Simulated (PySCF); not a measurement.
Dy⁺ (dysprosium, charge +1) across methods

[Xe] 4f10 6p1, one real determinant (an excited configuration). Computed with PySCF 2.14 in x2c-TZVPPall with one added diffuse shell each of s, p, d, f type (12s8p8d5f2g, 129 functions), with scalar relativity by spin-free X2C-1e.

```tsv
method	E (hartree)	mean ε 4f α (eV)	mean ε 4f β (eV)	mean ε 6p α (eV)	Σ⟨r²⟩ (bohr²)	⟨S²⟩
PBE	-12156.34	-11.954	-9.601	-6.608	63.08	8.753
LDA	-12147.80	-12.278	-9.649	-6.580	62.84	8.753
PBE0	-12156.19	-14.743	-11.961	-6.994	63.50	8.754
UHF	-12152.03601	-22.695	-18.442	-7.777	66.14	8.757
```

(1) Estimate the same row for r2SCAN.

⟨L²⟩ = 36.00 against 56 for a pure K term, so this real determinant mixes terms. Spin-orbit coupling, absent here, splits the open shell strongly.

Results:

(1) E (hartree) = -12156.57; mean ε 4f α (eV) = -11.990; mean ε 4f β (eV) = -9.627; mean ε 6p α (eV) = -6.625; Σ⟨r²⟩ (bohr²) = 63.05; ⟨S²⟩ = 8.755.
